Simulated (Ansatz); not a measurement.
Ge14NH24, a doped nanocrystal cut from the lattice of germanium (N on an inner site), relaxed as a doublet with UKS PBE-D4/def2-SVP in Ansatz, starting from the GFN2-xTB geometry. Force threshold 0.03 eV/Å.

Single mean-field runs in def2-SVP are fitted with def2-universal-jkfit. Another isomer (doublet) lies 0.53 eV lower at PBE0-D4/def2-TZVP; other spin states weren't run for this one.

Start:

Cartesian coordinates in Å:
```
Ge 0.2702 1.1312 -1.7920
Ge -3.3050 0.6041 0.5213
Ge 3.5541 2.3925 -1.2644
Ge 1.1645 1.4331 1.8798
Ge -1.7944 -2.5940 -1.2724
Ge -0.2447 -1.2984 2.1059
Ge 2.3620 -1.0777 0.4792
Ge -0.2402 -1.1970 -2.5627
Ge 3.6479 -0.0031 -1.2284
Ge -3.8403 -1.3861 -0.7656
Ge -1.7937 2.0784 -0.7341
Ge -2.3151 -0.1720 2.5939
Ge 2.1567 3.1435 0.5337
Ge -0.8477 -3.2659 0.8559
N 0.8243 -0.1820 1.0220
H -0.0882 1.7675 -3.2316
H -4.6067 1.3736 0.8299
H 3.0586 2.9056 -2.6029
H 4.9496 2.9938 -1.1555
H -0.1988 1.8362 2.4332
H 1.9803 1.0962 3.1274
H -2.1348 -3.8486 -2.1024
H 0.6296 -1.5816 3.3472
H 1.8470 -2.4490 0.0549
H 3.1655 -1.3659 1.7481
H -0.6737 -1.2691 -4.0378
H 1.0312 -2.0609 -2.6647
H 3.3093 -0.6209 -2.5690
H 5.0684 -0.4950 -1.0037
H -4.6041 -1.0372 -2.0356
H -4.8358 -2.2709 -0.0298
H -2.6613 2.8931 -1.7098
H -1.4673 3.2055 0.2638
H -2.3359 0.8021 3.7581
H -3.2098 -1.2907 3.1217
H 1.0779 4.1010 0.0740
H 2.9383 3.9982 1.5181
H 0.1446 -4.4151 0.8183
H -1.9823 -3.8746 1.6763
```

```
         step   energy (eV)  largest force component (eV/Å)  SCF passes
            1  -792919.1462                           1.502          23
            2  -792919.8361                           0.297          27
            3  -792919.9534                           0.194          23
            4  -792920.0041                           0.133          22
            5  -792920.0132                           0.252          26
            6  -792920.0392                           0.115          22
            7  -792920.0473                           0.074          21
            8  -792920.0526                           0.052          21
            9  -792920.0598                           0.013          20
           10  -792920.0657                           0.091          21
           11  -792920.0674                           0.074          20
           12  -792920.0695                           0.049          21
           13  -792920.0716                           0.067          20
14 (rejected)  -792920.0708                           0.167          20
           15  -792920.0735                           0.060          20
           16  -792920.0744                           0.085          20
           17  -792920.0751                           0.089          20
           18  -792920.0764                           0.096          20
           19  -792920.0772                           0.083          20
           20  -792920.0776                           0.085          21
21 (rejected)  -792920.0772                           0.073          21
           22  -792920.0790                           0.031          21
           23  -792920.0793                           0.016          21
           24  -792920.0796                           0.013          20
           25  -792920.0798                           0.013          20
```

Force components are those of the run's own axes.

End:

```xyz
39

Ge    0.0229    0.8907   -1.5684
Ge   -3.4306    0.5374    0.5747
Ge    4.0025    2.4040   -0.9084
Ge    1.1823    1.5361    1.8449
Ge   -1.9108   -2.6873   -1.2386
Ge   -0.2234   -1.2918    2.1023
Ge    2.4382   -1.0699    0.3970
Ge   -0.4416   -1.2873   -2.5995
Ge    3.6085    0.0564   -1.4338
Ge   -3.9672   -1.4610   -0.7323
Ge   -2.0064    2.0086   -0.7587
Ge   -2.3424   -0.1825    2.6417
Ge    2.0950    3.2486    0.3532
Ge   -0.8599   -3.3175    0.8762
N     0.8943   -0.1607    1.0351
H     0.6061    1.8101   -2.7175
H    -4.7513    1.2859    0.9406
H     4.2504    3.2430   -2.1940
H     5.2707    2.5029   -0.0114
H    -0.2139    1.9772    2.3680
H     2.1299    1.3440    3.0735
H    -2.2644   -3.9878   -2.0274
H     0.5606   -1.6585    3.4113
H     1.9250   -2.4613   -0.0701
H     3.4186   -1.2838    1.5959
H    -1.1109   -1.0908   -3.9963
H     0.8979   -2.0449   -2.8455
H     2.8326   -0.1047   -2.7680
H     4.9678   -0.6933   -1.5896
H    -4.6651   -1.0434   -2.0605
H    -4.9507   -2.3716    0.0603
H    -2.8489    2.5333   -1.9642
H    -1.6147    3.2539    0.0920
H    -2.2023    0.9749    3.6695
H    -3.2170   -1.2916    3.3032
H     0.9916    3.7983   -0.5894
H     2.5429    4.4200    1.2814
H     0.3088   -4.3221    0.6749
H    -1.9251   -4.0136    1.7778
```

By distances, no bond broke or formed. The bond that changes most is Ge4–Ge13, from 2.39 to 2.45 Å (atoms count from 1).

The force fell under the threshold at step 9, but the optimiser went on and released 0.020 eV more. No frequencies were taken in this run, so the end may be a saddle point.

Run time 3.3 min (4 threads of AMD EPYC 7R13 on a shared host and a share (37 GiB) of an NVIDIA H100 80GB HBM3), peak host memory 1.3 GiB.
